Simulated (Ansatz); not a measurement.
Ansatz (a quantum-chemistry and plane-wave program) input file for BH3O3, SMILES OB(O)O, PBE-D3(BJ)/def2-SVP. 

Ansatz 0.2 input:
```yaml
crystal:
  periodic: [false, false, false]
  atoms:
    - {symbol: O, position_ang: [-0.63333188, 1.23420844, 0.00000000]}
    - {symbol: B, position_ang: [-0.03152418, 0.00895734, -0.00000000]}
    - {symbol: O, position_ang: [1.34869849, -0.04240581, -0.00000000]}
    - {symbol: O, position_ang: [-0.86353784, -1.08209966, -0.00000000]}
    - {symbol: H, position_ang: [0.02602787, 1.94164830, 0.00000000]}
    - {symbol: H, position_ang: [1.72733433, -0.93047195, 0.00000001]}
    - {symbol: H, position_ang: [-0.41037134, -1.93358680, -0.00000000]}
basis:
  gaussian:
    orbitals: def2-SVP
hamiltonian:
  xc: pbe
  dispersion: d3bj
relax: {f_tol: 0.002, max_steps: 200}
```

Output:

```
WARN ansatz: RAYON_NUM_THREADS=1 ignored (pool sized by the plan → 1); use --threads N
Functional definition: PBE
integrals: 0.02 GiB planned
757 factors; their error is unknown
mean field: 0.14 GiB planned
mean field evaluation 1: about -6846.7995 eV, gradient 8.0e1 eV
mean field evaluation 2: about -6824.5592 eV, gradient 1.4e2 eV
mean field evaluation 4: about -6857.5681 eV, gradient 7.5e0 eV
mean field evaluation 8: about -6857.6652 eV, gradient 9.6e-2 eV
mean field evaluation 16: about -6857.6439 eV, gradient 2.0e-5 eV
mean field -6857.64394727 eV, -252.0137667840 hartree, gradient 2.0e-5 eV, S^2 0.000000; 0 other end points of the search recorded, 0 dependent functions left out
the calculation of the forces begins
reference -6857.64397404 eV, -252.0137677678 hartree; 16, 16 occupied and 55, 55 virtual orbitals, 757 factors
relax step   1: F+E_penalty+E_count = -6857.72771326 eV  Δ(F+E_penalty+E_count) = +0.000e0 eV  max|allowed force component| = 3.213e-1 eV/Å  Δτ_max = 0.0000 Å  (26 SCF iters, accepted)
these checks for a lower state are left out or cut short: starts, cluster_reference, orbital_swaps, neighbouring_geometries, increment
integrals: 0.02 GiB planned
757 factors; their error is unknown
mean field: 0.14 GiB planned
mean field -6857.64761858 eV, -252.0139017023 hartree, gradient 5.6e-6 eV, S^2 0.000000; 0 other end points of the search recorded, 0 dependent functions left out
the calculation of the forces begins
reference -6857.64764540 eV, -252.0139026880 hartree; 16, 16 occupied and 55, 55 virtual orbitals, 757 factors
relax step   2: F+E_penalty+E_count = -6857.73128434 eV  Δ(F+E_penalty+E_count) = -3.571e-3 eV  max|allowed force component| = 1.366e-1 eV/Å  Δτ_max = 0.0043 Å  (30 SCF iters, accepted)
these checks for a lower state are left out or cut short: starts, cluster_reference, orbital_swaps, neighbouring_geometries, increment
integrals: 0.02 GiB planned
757 factors; their error is unknown
mean field: 0.14 GiB planned
mean field evaluation 32: about -6857.6484 eV, gradient 5.6e-6 eV
mean field -6857.64839765 eV, -252.0139303326 hartree, gradient 5.6e-6 eV, S^2 0.000000; 0 other end points of the search recorded, 0 dependent functions left out
the calculation of the forces begins
reference -6857.64842449 eV, -252.0139313188 hartree; 16, 16 occupied and 55, 55 virtual orbitals, 757 factors
relax step   3: F+E_penalty+E_count = -6857.73202610 eV  Δ(F+E_penalty+E_count) = -7.418e-4 eV  max|allowed force component| = 2.365e-2 eV/Å  Δτ_max = 0.0027 Å  (29 SCF iters, accepted)
these checks for a lower state are left out or cut short: starts, cluster_reference, orbital_swaps, neighbouring_geometries, increment
integrals: 0.02 GiB planned
757 factors; their error is unknown
mean field: 0.14 GiB planned
mean field -6857.64846026 eV, -252.0139326336 hartree, gradient 1.9e-5 eV, S^2 0.000000; 0 other end points of the search recorded, 0 dependent functions left out
the calculation of the forces begins
reference -6857.64848709 eV, -252.0139336195 hartree; 16, 16 occupied and 55, 55 virtual orbitals, 757 factors
relax step   4: F+E_penalty+E_count = -6857.73212893 eV  Δ(F+E_penalty+E_count) = -1.028e-4 eV  max|allowed force component| = 2.049e-2 eV/Å  Δτ_max = 0.0045 Å  (22 SCF iters, accepted)
these checks for a lower state are left out or cut short: starts, cluster_reference, orbital_swaps, neighbouring_geometries, increment
integrals: 0.02 GiB planned
757 factors; their error is unknown
mean field: 0.14 GiB planned
mean field -6857.64849037 eV, -252.0139337400 hartree, gradient 8.8e-6 eV, S^2 0.000000; 0 other end points of the search recorded, 0 dependent functions left out
the calculation of the forces begins
reference -6857.64851720 eV, -252.0139347261 hartree; 16, 16 occupied and 55, 55 virtual orbitals, 757 factors
relax step   5: F+E_penalty+E_count = -6857.73217066 eV  Δ(F+E_penalty+E_count) = -4.172e-5 eV  max|allowed force component| = 3.465e-3 eV/Å  Δτ_max = 0.0038 Å  (24 SCF iters, accepted)
these checks for a lower state are left out or cut short: starts, cluster_reference, orbital_swaps, neighbouring_geometries, increment
integrals: 0.02 GiB planned
757 factors; their error is unknown
mean field: 0.14 GiB planned
mean field -6857.64849045 eV, -252.0139337431 hartree, gradient 9.5e-6 eV, S^2 0.000000; 0 other end points of the search recorded, 0 dependent functions left out
the calculation of the forces begins
reference -6857.64851728 eV, -252.0139347291 hartree; 16, 16 occupied and 55, 55 virtual orbitals, 757 factors
relax step   6: F+E_penalty+E_count = -6857.73217086 eV  Δ(F+E_penalty+E_count) = -2.045e-7 eV  max|allowed force component| = 3.115e-4 eV/Å  Δτ_max = 0.0001 Å  (19 SCF iters, accepted)
integrals: 0.02 GiB planned
757 factors; their error is unknown
mean field: 0.14 GiB planned
mean field evaluation 64: about -6857.6485 eV, gradient 6.8e-2 eV
mean field -6857.64849045 eV, -252.0139337431 hartree, gradient 1.0e-5 eV, S^2 0.000000; 1 other end points of the search recorded, 0 dependent functions left out
the calculation of the forces begins
reference -6857.64851728 eV, -252.0139347291 hartree; 16, 16 occupied and 55, 55 virtual orbitals, 757 factors
Total energy: -6857.73219769 eV, -252.0170099275 hartree
Atom 0 at    -0.639622     1.238758    -0.000000 Å, force    -0.000140     0.000311    -0.000000 eV/Å
Atom 1 at    -0.032709     0.009653     0.000000 Å, force     0.000289     0.000019     0.000000 eV/Å
Atom 2 at     1.353031    -0.038702     0.000000 Å, force    -0.000253    -0.000006    -0.000000 eV/Å
Atom 3 at    -0.869225    -1.085097    -0.000000 Å, force     0.000073     0.000054     0.000000 eV/Å
Atom 4 at     0.030773     1.943191     0.000000 Å, force    -0.000077    -0.000207     0.000000 eV/Å
Atom 5 at     1.724704    -0.935593     0.000000 Å, force     0.000121    -0.000133    -0.000000 eV/Å
Atom 6 at    -0.403657    -1.935961     0.000000 Å, force    -0.000014    -0.000038    -0.000000 eV/Å
Dipole moment:     0.516309    -0.366041    -0.000000 e Å
```

Self-consistency was reached.
